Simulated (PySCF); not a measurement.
CH5FO2Si2, SMILES O=C(O)[Si@@H](F)[SiH3]. Atoms are numbered in the order given.

```xyz
11

O      1.4178     1.5376     0.3007
C      1.3117     0.4494    -0.2164
O      2.3627    -0.3198    -0.5264
Si    -0.4411    -0.2061    -0.6275
F     -0.4179    -1.8182    -0.8768
Si    -1.7453     0.3434     1.2210
H      3.1627     0.1668    -0.2563
H     -0.8579     0.4532    -1.8940
H     -3.0909    -0.2898     1.1069
H     -1.8919     1.8243     1.2783
H     -1.0655    -0.1507     2.4518
```

Geometry: ωB97X-D3(BJ)/def2-SVP. The structure was generated by enumeration; whether it is a known compound was not checked. One conformer was computed; it need not be the lowest.

Method: PBE0/pcSseg-1 (PySCF).

GIAO shieldings, no solvent; atoms alike by connectivity are averaged. δ = σ(ref) − σ: ¹⁷O against H2O (σ = 334.2 ppm); ¹³C against TMS (σ = 186.3 ppm); ²⁹Si against TMS (σ = 352.7 ppm); ¹⁹F against CFCl3 (σ = 167.2 ppm); ¹H against TMS (σ = 31.56 ppm), references at their B3LYP-D3(BJ)/def2-TZVP geometries, non-relativistic.

```tsv
nucleus	atoms	count	δ (ppm)
¹⁷O	O1	1	504.5
¹⁷O	O3	1	244.7
¹³C	C2	1	190.3
²⁹Si	Si4	1	-2.3
²⁹Si	Si6	1	-106.3
¹⁹F	F5	1	-221.4
¹H	H7	1	6.92
¹H	H8	1	5.80
¹H	H9, H10, H11	3	3.83
```
